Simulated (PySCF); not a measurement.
**Diatomics of O with group 12**

PBE0 with double-zeta basis sets in PySCF, for the lowest determinant that a PBE0 search found; no spin–orbit coupling. De refers to high-spin ground-configuration atoms. A positive dipole means M(−)O(+).

```csv
M,basis,state (unpaired electrons),Re (Å),ωe (cm⁻¹),De (eV),μ (D)
Zn,def2-SVP,"triplet (σ ↑, π ↑)",1.868,536,1.41,-2.73
Cd,cc-pVDZ-PP/cc-pVDZ,"triplet (σ ↑, π ↑)",2.092,415,0.89,-2.23
Hg,def2-SVP,"triplet (σ ↑, π ↑)",2.271,226,0.29,-1.55
```

The shortest bond is that of ZnO (1.868 Å), the longest that of HgO (2.271 Å). ZnO is bound most strongly (1.41 eV) and HgO least (0.29 eV).

The rows differ in basis set, which adds steps of its own.

Relativity is treated differently too: Zn no relativity; Cd scalar-relativistic core potentials; Hg scalar-relativistic core potentials.

Down a group bonds as a rule get longer and wavenumbers fall, partly through the reduced mass; this series shows no clear exception.

Weak bonds: HgO. Basis-set superposition, not corrected here, can be much of De in a small basis, most of all at correlated wavefunction levels. Functionals without a dispersion term scatter widely for such bonds, and LDA overbinds them. These are scalar-relativistic numbers at best; spin–orbit coupling would shift them, the dissociation energy most. States were picked by a PBE0 search and need not be the measured ground states.
